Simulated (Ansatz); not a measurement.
System: AsH$_{3}$, charge 0, singlet. AsH3 (arsane, SMILES [AsH3]).
B3LYP-D3(BJ)/def2-TZVP minimum from Ansatz (a first-principles code):
```xyz
4

As     0.0003     0.0002     0.0708
H     -0.7759    -1.0063    -0.7723
H     -0.4876     1.1692    -0.7786
H      1.2523    -0.1682    -0.7839
```

Total energies in hartree (Ansatz). Radicals and triplets start from unrestricted determinants; spin-orbit coupling is neglected. Cores are frozen in correlated methods (noble-gas shells, and filled d and f shells in the p block). No relativity. For partners of very few electrons the exact lower level stands in for a higher one.

```csv
species,HF/cc-pVTZ,CCSD(T)/cc-pVTZ,HF/cc-pVQZ,CCSD(T)/cc-pVQZ,CCSDT(Q)/cc-pVQZ
"1: AsH3 (arsane, SMILES [AsH3])",-2235.97331,-2236.16305,-2235.97699,-2236.17656,-2236.17756
2: As (quartet),-2234.23714,-2234.32576,-2234.23956,-2234.33229,-2234.33294
3: H (doublet),-0.49981,-0.49981,-0.49995,-0.49995,-0.49995
```

### Question
Work out the atomisation energy (electronic, to ground-state atoms) in kJ/mol: take Hartree-Fock from cc-pVQZ, extrapolate the CCSD(T) correlation energy as X^-3 (X = 3, 4), and add CCSDT(Q) - CCSD(T) in cc-pVQZ. 1 hartree = 2625.5 kJ/mol.

### Answer

Species 1: correlation (64·(-0.19957) - 27·(-0.18974))/37 = -0.20674; step -0.00100; E1 = -2235.97699 + (-0.20674) + (-0.00100) = -2236.18473
Species 2: correlation (64·(-0.09273) - 27·(-0.08862))/37 = -0.09573; step -0.00065; E2 = -2234.23956 + (-0.09573) + (-0.00065) = -2234.33594
Species 3: correlation (64·(0.00000) - 27·(0.00000))/37 = 0.00000; step +0.00000; E3 = -0.49995 + (0.00000) + (+0.00000) = -0.49995
-1·E1 +1·E2 +3·E3 = 0.34894 hartree = 916.1 kJ/mol.
